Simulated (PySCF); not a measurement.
**Frontier orbitals and the lowest excitations**

Compound: C3H4Cl2OSi.
SMILES with atom numbers: `[O:1]=[C:2]([Cl:3])/[C:4]([SiH3:5])=[CH:6]\[Cl:7]` (hydrogens: H8, H9, H10 on Si5; H11 on C6)

Structure used (GFN2-xTB), in Å, numbered top down from 1:
```
atom  x, y, z in Å
O1     1.585    2.013    0.559
C2     0.579    1.439    0.297
Cl3   -0.924    2.381    0.100
C4     0.322    0.029    0.087
Si5   -1.407   -0.502   -0.491
C6     1.286   -0.875    0.308
Cl7    2.861   -0.544    0.855
H8    -1.714    0.156   -1.755
H9    -2.376   -0.215    0.560
H10   -1.308   -1.951   -0.693
H11    1.101   -1.928    0.149
```

Method: TDDFT CAM-B3LYP/def2-SVPD, vertical, gas phase, core orbitals frozen in the response in PySCF.

Kohn–Sham orbitals with the atoms that hold most of them (Löwdin shares over 4%, at most four atoms; ? is withheld):

```
orbital  ε (eV)                              atoms
 HOMO-3  -10.84             Cl3 69%, O1 11%, C2 9%
 HOMO-2  -10.59  Cl3 49%, Cl7 17%, Si5 10%, H10 8%
 HOMO-1   -9.78                                  ?
   HOMO       ?     Cl7 30%, C4 27%, C6 20%, O1 7%
   LUMO   -1.57                                  ?
 LUMO+1    0.77   Cl3 26%, Si5 23%, Cl7 12%, C2 8%
 LUMO+2    0.88   Si5 32%, C6 11%, Cl7 11%, H11 8%
```

(1) Which atoms hold the LUMO, and with what shares?

(2) Give the leading atoms of the HOMO-1.

(3) What is the HOMO energy, and the HOMO–LUMO gap?

Answers

(1) C6 (bonded to C, Cl and H) 27%; C2 (bonded to C, Cl and O) 19%; O1 (bonded to C) 16%; C4 (bonded to 2 C and Si) 16%. By element: carbon 62%, oxygen 16%.

(2) O1 (bonded to C) 44%; Cl3 (bonded to C) 21%; Cl7 (bonded to C) 16%; C4 (bonded to 2 C and Si) 6%. By element: oxygen 44%, chlorine 38%, carbon 6% or more.

(3) ε(HOMO) = -9.68 eV; the gap is 8.11 eV (0.2979 hartree).

Question: How does S1 compare with the orbital gap of 8.11 eV?

Answer: S1 is at 4.16 eV (f = 0.0002), 3.95 eV below the gap, made of HOMO-1→LUMO (91%). Its leading pair isn't HOMO and LUMO; the energies of that pair differ by 8.21 eV. 

Question: Give energy, strength and leading configuration of S1, S2 and S3, and follow the Löwdin shares of the leading atoms from the occupied to the empty orbital.

Answer: 
- S1 (4.16 eV, f 0.0002), HOMO-1→LUMO (91%): O1 44% → 16%, Cl3 21% → at most 16%, C6 at most 6% → 27%, C2 at most 6% → 19%
- S2 (5.29 eV, f 0.284), HOMO→LUMO (94%): Cl7 30% → at most 16%, C4 27% → 16%, C6 20% → 27%, C2 at most 7% → 19%
- S3 (5.56 eV, f 0.0052), HOMO-2→LUMO (74%): Cl3 49% → at most 16%, Cl7 17% → at most 16%, C6 at most 8% → 27%, C2 at most 8% → 19%

Löwdin shares depend on the basis, the more so with diffuse functions.

One conformer stands for the species.
